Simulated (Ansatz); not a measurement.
C2H9BSSi can be A, `BC(C)[SiH2]S`, or B, `CB(S)C[SiH3]`.

Gas-phase electronic energies from Ansatz, PBE0-D4/def2-TZVP geometries. CCSD(T)/CBS adds triple-zeta CCSD(T) − MP2 to the extrapolated MP2 energy (def2 sets, frozen cores). Functionals use def2-TZVPP. B3LYP here is the variant with VWN-RPA as its local correlation; programs differ in this. Each species was taken in one conformer, which may not be the lowest.

Problem. Which isomer does CCSD(T)/CBS put lower? Give the gap. (Estimate.)

Solution. The calculation gave: B, by 22.9 kcal/mol.

Problem. Give E(B) − E(A) in kcal/mol with B2PLYP, r2SCAN-D4, PBE-D4, B3LYP, PBE0-D4, B3LYP-D4, MP2/def2-TZVPP. (Best estimate.)

Solution. The calculation gave: B2PLYP -23.7, r2SCAN-D4 -24.1, PBE-D4 -23.6, B3LYP -23.8, PBE0-D4 -23.5, B3LYP-D4 -23.8, MP2/def2-TZVPP -23.5. None reverses the order clearly.

Largest T1 diagnostic: 0.012.
